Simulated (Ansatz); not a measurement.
Program: Ansatz. Geometries: PBE0-D4/def2-TZVP. ΔE: electronic, gas phase. CBS: MP2 limit from def2 TZ/QZ plus the TZ coupled-cluster correction, frozen cores. This one scheme is used for every species. DFT in def2-TZVPP. One conformer a species, not always the lowest.

Reaction (ligand exchange at the Si–C bond): `C[SiH](C)C` + `O[SiH3]` → `C[SiH](C)O[SiH3]` + CH₄

`C[SiH](C)C`:

```xyz
14

C     0.278   -1.428    1.025
Si    0.297   -0.157   -0.352
C     0.941    1.483    0.285
C    -1.421    0.052   -1.069
H    -0.078   -2.396    0.663
H     1.278   -1.573    1.441
H    -0.381   -1.111    1.838
H     1.209   -0.640   -1.433
H     0.299    1.872    1.080
H     0.975    2.230   -0.513
H     1.951    1.380    0.690
H    -1.803   -0.894   -1.461
H    -2.121    0.406   -0.307
H    -1.422    0.777   -1.887
```

`O[SiH3]`:

Cartesian coordinates in Å:
```
O -0.254 0.718 1.031
Si -0.069 -0.291 -0.259
H 0.409 1.394 1.169
H -0.066 0.458 -1.546
H -1.223 -1.217 -0.219
H 1.202 -1.062 -0.176
```

`C[SiH](C)O[SiH3]`:

Cartesian coordinates in Å:
```
C 0.567 1.420 1.590
Si 0.568 0.343 0.076
C -0.067 1.251 -1.421
O -0.389 -0.960 0.382
Si -0.827 -2.447 -0.122
H 0.931 0.870 2.460
H -0.442 1.777 1.812
H 1.212 2.292 1.447
H 1.951 -0.148 -0.197
H -1.085 1.615 -1.255
H 0.567 2.111 -1.649
H -0.080 0.602 -2.301
H -1.792 -3.010 0.855
H -1.474 -2.377 -1.461
H 0.359 -3.340 -0.215
```

CH₄:

Cartesian coordinates in Å:
```
C 0.000 0.000 0.000
H -0.718 -0.345 0.743
H 0.990 0.060 0.452
H -0.295 0.985 -0.361
H 0.024 -0.700 -0.834
```

| species | PBE0-D4 energy (Eh) |
| --- | --- |
| `C[SiH](C)C` | -409.64975 |
| `O[SiH3]` | -366.99139 |
| `C[SiH](C)O[SiH3]` | -736.21018 |
| CH₄ | -40.47612 |

Problem. Work out ΔE.

Solution. ΔE = (-736.21018) + (-40.47612) − (-409.64975) − (-366.99139) = -0.04516 Eh = -118.6 kJ/mol. CCSD(T)/CBS gives -125.7 kJ/mol.

Largest T1 diagnostic among the species: 0.011.

In def2-TZVPP, CCSD(T) changes the Hartree–Fock value by +17.4 kJ/mol (the triples alone add +2.0 kJ/mol) and MP2 by +16.6 kJ/mol. The D4 term adds −3.8 kJ/mol with B3LYP and −2.4 kJ/mol with PBE0; it sums over pairs of atoms, weighted by their polarisabilities, and B3LYP, whose exchange is more repulsive, gets the larger term. From PBE to PBE0 (25 % exact exchange), in def2-TZVPP and without D4, ΔE moves by −4.8 kJ/mol.

B3LYP here is the variant with VWN-RPA as its local correlation; programs differ in this.
